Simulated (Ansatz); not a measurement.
Calculated with Ansatz (gas phase, PBE0-D4/def2-TZVP geometries, no zero-point term in ΔE). CBS: MP2 limit from def2 TZ/QZ plus the TZ coupled-cluster correction, frozen cores. Functionals use def2-TZVPP. B3LYP here is the variant with VWN-RPA as its local correlation; programs differ in this. For Ga, Ge outer-core shells are correlated without core-valence functions, which leaves a few kJ/mol of doubt a bond. Scalar relativity is left out up to krypton. One conformer a species, not always the lowest.

Reaction (ligand exchange at a B–O bond): `B[O][Ga]([Cl])[O][SiH3]` + `[OH][GeH2][F]` → `B[O][GeH2][F]` + `[OH][Ga]([Cl])[O][SiH3]`

```
             level  ΔE (kJ/mol)  difference from CCSD(T)/CBS
         r2SCAN-D4         -5.9                          0.1
           PBE0-D4         -4.5                          1.5
          B3LYP-D4         -4.8                          1.2
               PBE         -7.6                         -1.6
            r2SCAN         -6.5                         -0.5
    MP2/def2-TZVPP         -6.0                          0.0
SCS-MP2/def2-TZVPP         -6.0                          0.0
     HF/def2-QZVPP         -4.5                          1.5
SCS-MP2/def2-QZVPP         -6.3                         -0.3
      HF/CBS(def2)         -4.5                          1.5
       CCSD(T)/CBS         -6.0                            0
```

Largest T1 diagnostic among the species: 0.014.
